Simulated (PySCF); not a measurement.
Structure revision by computed shifts

A compound C6H10O2Si gives the data below (simulated from a calculation) and was assigned the structure `COc1ccc([SiH2]C)o1`.

13C{1H} NMR (computed): δ 202.8 (CH), 159.6 (C), 132.9 (CH2), 68.7 (CH), 63.1 (CH3), 26.2 (CH).

1H NMR (500 MHz, computed): δ 9.27 (s, 1H), 6.46 (br s, 1H), 6.09 (br s, 1H), 4.54 (m, 1H), 4.03 (m, 1H), 3.16 (s, 3H), 2.68 (m, 1H), 2.07 (m, 1H).

How the numbers were obtained: GFN2-xTB structure, shieldings: GIAO PBE0/pcSseg-1, in PySCF 2.14.0 with density-fitted response routines (a single conformation, gas phase, non-relativistic, one averaged value for each set of equivalent atoms).

Shifts are taken against calculated references (same method and geometry level): 1H, 13C vs TMS.

Problem. Compare with the shifts computed for the proposed structure, pairing carbons in order of shift.

Solution. Structure with atom numbers: `[CH3:1][O:2][c:3]1[cH:4][cH:5][c:6]([SiH2:7][CH3:8])[o:9]1`; H(Xn) means a hydrogen on atom n.

```
atom  computed for proposal  given list  difference
  C3                  173.3       202.8       -29.5
  C6                  142.9       159.6       -16.7
  C5                  131.8       132.9        -1.1
  C4                   89.6        68.7       +20.9
  C1                   56.2        63.1        -6.9
  C8                   -9.0        26.2       -35.2
```

The rms difference is 21.9 ppm and the largest -35.2 ppm at C8 (methyl carbon bonded to Si). The carbon types in order of shift don't match either: C, C, CH, CH, CH3, CH3 for the proposal against CH, C, CH2, CH, CH3, CH in the data. The proposal doesn't fit.

Problem. Which isomer fits?

Solution. SMILES C=C(C=O)[C@@H]1[SiH2][C@@H]1OC.

Carbon types of the structure: 1 × C, 3 × CH, 1 × CH2, 1 × CH3, leaving 2 H on heteroatoms. δC 202.8: aldehyde carbonyl carbon; the double bond to the heteroatom, with no lone-pair donor beside it, deshields it most. δC 159.6: α carbon of a C=C–C=O unit; an sp2 carbon of a C=C bond. δC 132.9: β carbon of a C=C–C=O unit; conjugation with the carbonyl draws π density from the β position. δH 9.27: hydrogen on an aldehyde carbonyl carbon; deshielded by the polar, anisotropic C=O bond.

Other isomers checked: C=C[C@@]1(C(=O)O)[SiH2][C@H]1C (rms 24.3 ppm); CCC1=CO[SiH2]C=CO1 (rms 24.4 ppm).

The shifts were computed for this structure.

Shifts are as computed. Against solution values, carbons near 30 ppm lie about +3 ppm off and those near 130 ppm about +5 ppm. Of 1211 compounds with measured shifts, 218 miss one by over three times the rms of a fit or turn the order of signals round; such compounds aren't used in these exercises. Multiplicities follow the n + 1 count of equivalent neighbours, as no J values were calculated; m marks all less simple cases, F and P coupling included.
